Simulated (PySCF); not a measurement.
A side-by-side comparison of computed properties.

First species: C7H12FNSi.
SMILES: `C[C@@H](F)[C@@H]1CC[Si@H]1CC#N`

Second species: C6H11PSi2.
Atom-mapped SMILES: `[CH:1]#[C:2][C@@H:3]([CH3:4])[Si@@H:5]([C:6]#[CH:7])[SiH2:8][PH2:9]` (hydrogens: H10 on C1; H11 on C3; H12, H13, H14 on C4; H15 on Si5; H16 on C7; H17, H18 on Si8; H19, H20 on P9)

Levels: PBE0/pcSseg-1 for dipole moment, HOMO energy, LUMO energy and HOMO–LUMO gap; GFN2-xTB for rotational constant A and rotational constant C. Geometries: GFN2-xTB. Each species is one conformer at its optimised geometry, gas phase, non-relativistic unless stated. Electronic properties by PySCF.

The conformers computed, where there is a choice (atom-mapped SMILES and torsion angles):
- `[CH3:1][C@@H:2]([F:3])[C@@H:4]1[CH2:5][CH2:6][Si@H:7]1[CH2:8][C:9]#[N:10]`: C1–C2–C4–C5 -62°, C6–Si7–C8–C9 159°
- `[CH:1]#[C:2][C@@H:3]([CH3:4])[Si@@H:5]([C:6]#[CH:7])[SiH2:8][PH2:9]`: C2–C3–Si5–C6 172°, C3–Si5–Si8–P9 167°, H–P9–Si8–Si5 61°, H–P9–Si8–Si5 154°

| property | column X | column Y |
| --- | --- | --- |
| dipole moment | 4.21 D | 1.79 D |
| HOMO energy | -8.10 eV | -7.38 eV |
| LUMO energy | 0.18 eV | -0.71 eV |
| HOMO–LUMO gap | 8.28 eV | 6.67 eV |
| rotational constant A | 1.565 GHz | 1.115 GHz |
| rotational constant C | 0.587 GHz | 0.467 GHz |

(1) Which column belongs to which species?

(2) How does each property change from the first species to the second?

Answers

(1) Column X is the first species and column Y the second. The first has 22 atoms and 84 electrons, the second 20 and 90.

(2) dipole moment -2.42 D; HOMO energy +0.72 eV; LUMO energy -0.89 eV; HOMO–LUMO gap -1.61 eV; rotational constant A -0.450 GHz; rotational constant C -0.120 GHz.

On the first: In atomic units the dipole is 1.66 e·bohr (1 au = 2.5417 D). A dipole of 4.21 D is allowed in C1, and pure rotational transitions are dipole-allowed.

On the second: The dipole matches unit charges of opposite sign 0.37 Å apart (1 e·Å = 4.8032 D). A dipole of 1.79 D is allowed in C1, and pure rotational transitions are dipole-allowed.
